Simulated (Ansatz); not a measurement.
A run for Ansatz (a quantum-chemistry and plane-wave program): R-B97M-V/def2-TZVPP on Cl2OZr (SMILES [O]=[Zr]([Cl])[Cl]). Elements past Kr take the def2 small-core potentials; no spin–orbit coupling.

Ansatz 0.2 input:
```yaml
crystal:
  periodic: [false, false, false]
  atoms:
    - {symbol: Zr, position_ang: [0.11532033, -0.00154618, -0.33160966]}
    - {symbol: O, position_ang: [1.79859200, -0.00737433, 0.09803050]}
    - {symbol: Cl, position_ang: [-0.94807777, 2.09079796, 0.11018618]}
    - {symbol: Cl, position_ang: [-0.96593457, -2.08187745, 0.12339298]}
basis:
  gaussian:
    orbitals: def2-TZVPP
hamiltonian:
  xc: {name: B97M-V}
scf: {lower_state_search: off}
```

It printed:

```
WARN ansatz: RAYON_NUM_THREADS=4 ignored (pool sized by the plan → 4); use --threads N
Functional definition: B97M-V
these checks for a lower state are left out or cut short: stability, starts, cluster_reference, orbital_swaps, neighbouring_geometries, increment
integrals: 0.11 GiB planned
1051 factors; their error is unknown
mean field: 0.75 GiB planned
mean field evaluation 1: about -28360.9429 eV, gradient 8.0e1 eV
mean field evaluation 2: about -28133.4821 eV, gradient 2.4e2 eV
mean field evaluation 4: about -28372.3842 eV, gradient 1.9e1 eV
mean field evaluation 8: about -28373.2213 eV, gradient 1.5e-1 eV
mean field evaluation 16: about -28373.2116 eV, gradient 1.9e-4 eV
mean field -28373.21163048 eV, -1042.6962953667 hartree, gradient 5.3e-6 eV, S^2 0.000000; 0 other end points of the search recorded, 0 dependent functions left out
reference -28373.21171709 eV, -1042.6962985493 hartree; 27, 27 occupied and 144, 144 virtual orbitals, 1051 factors
Total energy: -28373.21171709 eV, -1042.6962985493 hartree
Checks for a lower state left out: stability, starts, cluster_reference, orbital_swaps, neighbouring_geometries, increment
```

The run converged.

Cost: roughly 6 core-seconds.
